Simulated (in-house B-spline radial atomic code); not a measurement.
Ionising Xe V (Xe4+) with different functionals

Computed with a radial B-spline atomic code at the basis-set limit: four-component Dirac-Coulomb Hamiltonian, Fermi nucleus of rms radius 4.7859 fm, spin-restricted, spherical fractional occupations for the functionals. The ionisation energy is the difference of two self-consistent energies, [Kr] 4d10 5s2 5p2 → [Kr] 4d10 5s2 5p1, without Breit or QED terms; ε is the level of the shell that loses the electron (mean over j). The electron is taken from both j subshells in proportion to 2j + 1, so the result is a j average, not the step between ground levels.

Hybrids are left out here: with spherical fractional occupations of an open shell their exact exchange keeps a self-interaction that integer-occupation calculations don't have.

```csv
method,rung,ΔSCF (eV),-ε(5p) (eV)
LDA VWN5,LDA,53.90,48.21
relativistic LDA,LDA,53.87,48.18
LDA PW92,LDA,53.89,48.20
LDA exchange-only,LDA,52.44,46.76
PBE,GGA,53.48,47.84
PBEsol,GGA,53.56,47.92
BLYP,GGA,53.47,47.78
RPBE,GGA,53.34,47.73
PW91,GGA,53.60,47.95
BP86,GGA,53.69,48.03
AM05,GGA,53.53,47.89
OLYP,GGA,53.29,47.70
```

Problem. How do they compare with the NIST value?

Solution. NIST lists 54.1 eV ± 0.5 (semi-empirical, ground level to ground level). Errors run from -1.66 to -0.20 eV; LDA VWN5 is closest (-0.20 eV), though others lie within the uncertainty of it, and part of that can be cancellation, since the calculations leave out Breit-QED terms, spin polarisation, the choice among j levels, multiplet and fine-structure energies.
